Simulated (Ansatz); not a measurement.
Relaxation of C2H9NSi (13 atoms, charge 0, multiplicity 1), to a largest force component of 0.02 eV/Å in at most 40 steps.

Computed with RKS PBE0-D4/6-31G (Ansatz).

```xyz
13
Properties=species:S:1:pos:R:3
Si 0.000 0.000 0.000
N 0.000 0.000 1.820
C -1.216 -0.376 2.555
H -1.864 -1.000 1.905
H -0.938 -0.953 3.461
H -1.766 0.540 2.855
C 1.216 0.376 2.555
H 1.464 -0.416 3.292
H 2.058 0.494 1.842
H 1.046 1.335 3.087
H 1.377 0.000 -0.486
H -0.688 1.191 -0.486
H -0.688 -1.191 -0.486
```

Problem. Where does it end, and by what steps?

Solution. The run converged. Limits of this set-up: no polarisation functions. After 6 steps the energy has fallen by 0.219 eV; H13 moved furthest, 0.24 Å.

| step | energy less start (eV) | largest force component (eV/Å) | accepted |
| --- | --- | --- | --- |
| 0 | 0.0000 | 2.101 | yes |
| 1 | -0.1843 | 0.898 | yes |
| 2 | -0.2114 | 0.067 | yes |
| 3 | -0.2161 | 0.139 | yes |
| 4 | -0.2184 | 0.065 | yes |
| 5 | -0.2190 | 0.039 | yes |
| 6 | -0.2195 | 0.018 | yes |

```xyz
13
Properties=species:S:1:pos:R:3
Si -0.002 0.000 0.009
N 0.043 -0.109 1.776
C -1.140 -0.437 2.552
H -1.881 -0.946 1.925
H -0.878 -1.115 3.377
H -1.622 0.452 2.992
C 1.148 0.427 2.550
H 1.389 -0.248 3.384
H 2.042 0.519 1.926
H 0.928 1.420 2.979
H 1.405 -0.174 -0.495
H -0.528 1.304 -0.565
H -0.903 -1.095 -0.497
```

The run took 23 s on 1 thread of Intel(R) Xeon(R) CPU @ 2.60GHz (Ice Lake) (shared host), peak memory 0.15 GiB.
